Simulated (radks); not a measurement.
Ta52+, configuration [Ar] 3d3.

Calculated with a radial shooting solver on a logarithmic mesh with Libxc functionals: Dirac Kohn-Sham, BP86, spin-unpolarised, spherical densities, finite nucleus; open shells fill j = l - 1/2 first; Fermi nuclear charge, rms radius 5.3507 fm.

Energy parts (hartree):
total: -13121.1599
kinetic: 14991.8172
electron-nucleus: -29722.2363
Hartree: 1803.7660
exchange-correlation: -194.5068

Orbitals (lengths in bohr, moments of r in powers of bohr; r(max) is where P^2 peaks; r(90%) holds 90 % of the orbital's charge):
orbital,occ.,eigenvalue (hartree),r(max),<r^4>,<1/r>,r(90%),small-component weight
1s1/2,2,-2598.179,0.01168,6.204e-07,85.41,0.0340,7.56e-02
2s1/2,2,-547.7225,0.06686,0.00009023,20.88,0.121,1.73e-02
2p1/2,2,-530.0209,0.04978,0.00005428,20.82,0.107,1.73e-02
2p3/2,4,-482.7603,0.05644,0.00007752,17.61,0.117,1.57e-02
3s1/2,2,-206.2771,0.1827,0.002706,8.140,0.283,6.37e-03
3p1/2,2,-199.2087,0.1704,0.002308,8.061,0.273,6.30e-03
3p3/2,4,-187.5479,0.1827,0.002921,7.215,0.289,5.88e-03
3d3/2,3,-176.9793,0.1411,0.001794,7.089,0.257,5.70e-03
3d5/2,0,-174.2941,0.1445,0.001927,6.887,0.262,5.59e-03
4s1/2,0,-106.1933,0.3717,0.03282,4.170,0.522,3.12e-03
4p1/2,0,-103.1367,0.3639,0.03128,4.123,0.518,3.08e-03
4p3/2,0,-98.80887,0.3821,0.03713,3.807,0.540,2.93e-03

The highest occupied level is 3d3/2 at -4815.9 eV. The electron density at the nucleus is 1.31e+06 e/bohr^3. For comparison, the ionisation energy in NIST's Atomic Spectra Database is 4877 eV (theoretical). In exact Kohn-Sham theory the highest level is minus the ionisation energy, but local and semilocal functionals leave it too shallow, through self-interaction and a potential that decays too fast; potentials with the right tail come closer.

Beside tabulated values, note that spin-unpolarised runs miss the spin-polarisation part of the exchange energy of open shells.
